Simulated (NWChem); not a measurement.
System meant: CH4SSe; SMILES C[Se]S

The following NWChem deck was run.

```
start job
memory heap 200 mb stack 900 mb global 1100 mb
geometry units angstroms noautosym nocenter noautoz
  Se    -0.468172    -0.464427     0.019515
  C      1.265153    -1.350086     0.007997
  H      1.058393    -2.429081     0.073018
  H      1.856229    -1.036911     0.877745
  H      1.805002    -1.136321    -0.923390
  S      0.182576     1.640802     0.062161
  H      0.272517     1.839835    -1.275268
end
basis spherical
  Se library def2-svp
  C library def2-svp
  H library def2-svp
  S library def2-svp
end
dft
  xc m06-l
  iterations 150
end
property
  shielding
end
task dft property
```

End of the output:

```
 Vector   33  Occ=0.000000D+00  E= 2.173496D-02
              MO Center=  2.2D-01,  1.6D+00, -8.1D-01, r^2= 3.0D+00
   Bfn.  Coefficient  Atom+Function         Bfn.  Coefficient  Atom+Function
  ----- ------------  ---------------      ----- ------------  ---------------
    81      1.170034  7 H  s                 74      0.858981  6 S  pz
    65     -0.696448  6 S  s                 80      0.369759  7 H  s
    71      0.267119  6 S  pz                64     -0.234095  6 S  s
     4     -0.200406  1 Se s                 53      0.195673  4 H  s
    39     -0.183275  2 C  px                63      0.154827  6 S  s

 center of mass
 --------------
 x =  -0.16224399 y =  -0.04730326 z =   0.03522435

 moments of inertia (a.u.)
 ------------------
         500.038328443168           0.446215831537           1.227475494511
           0.446215831537         171.359602156285          -0.257733890947
           1.227475494511          -0.257733890947         647.182849083598

     Multipole analysis of the density
     ---------------------------------

     L   x y z        total         alpha         beta         nuclear
     -   - - -        -----         -----         ----         -------
     0   0 0 0     -0.000000    -30.000000    -30.000000     60.000000

     1   1 0 0      0.410933      0.596236      0.596236     -0.781540
     1   0 1 0     -0.413742      0.171716      0.171716     -0.757175
     1   0 0 1     -0.402389     -0.634105     -0.634105      0.865821

     2   2 0 0    -28.803108    -59.910103    -59.910103     91.017098
     2   1 1 0     -0.540752      7.064445      7.064445    -14.669642
     2   1 0 1     -0.261066      0.540866      0.540866     -1.342799
     2   0 2 0    -27.322268   -144.000468   -144.000468    260.678669
     2   0 1 1     -1.694080      1.162674      1.162674     -4.019429
     2   0 0 2    -28.569614    -20.230417    -20.230417     11.891221

          -----------------------------------------
          Chemical Shielding Tensors (GIAO, in ppm)
          -----------------------------------------

 ------------------------------------------------------------------------
  xm06: d2 not coded                    0
 ------------------------------------------------------------------------
 ------------------------------------------------------------------------
  current input line :
    25: task dft property
 ------------------------------------------------------------------------
 ------------------------------------------------------------------------
 This error has not yet been assigned to a category
 ------------------------------------------------------------------------
 For more information see the NWChem manual at https://nwchemgit.github.io

0: xm06: d2 not coded:Received an Error in Communication
```

Task: Can this run be used? If not, why, and what is the fix?

Result: The program stopped with an error. Cause: this functional's second derivatives, which shieldings need, aren't coded here; the fix takes a hybrid GGA instead. This input runs:
```
start job
memory heap 200 mb stack 900 mb global 1100 mb
geometry units angstroms noautosym nocenter noautoz
  Se    -0.468172    -0.464427     0.019515
  C      1.265153    -1.350086     0.007997
  H      1.058393    -2.429081     0.073018
  H      1.856229    -1.036911     0.877745
  H      1.805002    -1.136321    -0.923390
  S      0.182576     1.640802     0.062161
  H      0.272517     1.839835    -1.275268
end
basis spherical
  Se library def2-svp
  C library def2-svp
  H library def2-svp
  S library def2-svp
end
dft
  xc pbe0
  iterations 150
end
property
  shielding
end
task dft property
```
It converges to -2839.33964 Ha (PBE0/def2-SVP, GIAO).
